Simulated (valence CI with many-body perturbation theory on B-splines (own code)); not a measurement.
**Level structure of Cd²⁷⁺**

Calculated by relativistic CI+MBPT: three valence electrons over a frozen Dirac-Fock core [Ar], a basis of 9 s, 9 p, 10 d, 8 f, 5 g, 3 h, 1 i functions for each j, with the one-electron correlation potential Σ1 (screened to all orders), the two-electron term Σ2, the three-electron term Σ3, Breit, model QED; selected single and double excitations, second order for the rest (own B-spline code, finite nucleus).

The last digits are not significant, and no measured levels were compared; by estimate large intervals hold to a few tenths of a per cent, small ones and those within an open d or f shell to about a per cent. Only levels of the ground parity were solved; by the run's estimate the other parity begins above the list, which can be wrong where configurations are misplaced.

Levels 1 to 19 of 19, with energies above the lowest level, 3d³ ⁴F_3/2. "Leading %" is the weight of the configuration and term that name the level; weights of strongly mixed levels are sums over their largest components and can fall short. Lifetimes count E1, E2, E3, M1 and M2 decay at the calculated energies, and are blank where another channel may lead or the interval is too uncertain; long ones can be off by a factor of two.

```tsv
No.	Configuration	Term	J	E (cm⁻¹)	Leading %	Second component	Lifetime
1	3d³	⁴F	3/2	0	78	18 % 3d³ ²D	
2	3d³	⁴F	5/2	41786	93	6 % 3d³ ²D	385 μs
3	3d³	⁴F	7/2	70686	79	18 % 3d³ ²G	1.27 ms
4	3d³	⁴P	3/2	85068	46	33 % 3d³ ²P	258 μs
5	3d³	⁴F	9/2	86401	48	37 % 3d³ ²G	15.5 ms
6	3d³	⁴P	1/2	99508	70	30 % 3d³ ²P	995 μs
7	3d³	²G	7/2	136090	77	20 % 3d³ ⁴F	115 μs
8	3d³	²H	9/2	142910	55	40 % 3d³ ⁴F	185 μs
9	3d³	⁴P	5/2	146930	87	10 % 3d³ ²D	334 μs
10	3d³	²D	3/2	166070	45	41 % 3d³ ⁴P	59.8 μs
11	3d³	²P	1/2	176240	70	30 % 3d³ ⁴P	123 μs
12	3d³	²H	11/2	187700	100		389 μs
13	3d³	²D	5/2	201920	90	5 % 3d³ ⁴P	127 μs
14	3d³	²G	9/2	221880	57	30 % 3d³ ²H	75.6 μs
15	3d³	²F	5/2	230180	82	14 % 3d³ ²D	190 μs
16	3d³	²F	7/2	235590	94	5 % 3d³ ²G	188 μs
17	3d³	²P	3/2	243400	58	28 % 3d³ ²D	63.7 μs
18	3d³	²D	3/2	341550	98		
19	3d³	²D	5/2	349140	80	15 % 3d³ ²F	31.9 μs
```

Names give the largest LS component (configuration and term), which can be under half, so a name can repeat, a term be missing and a line seem to break the LS rules; names also repeat where a configuration has a term twice.

The ionisation energy to 3d² ³F2 of the next ion comes out as 1477.8 eV (NIST: 1477 ± 4 eV (theoretical)). All 19 levels together are meant to be complete up to 363090 cm⁻¹.
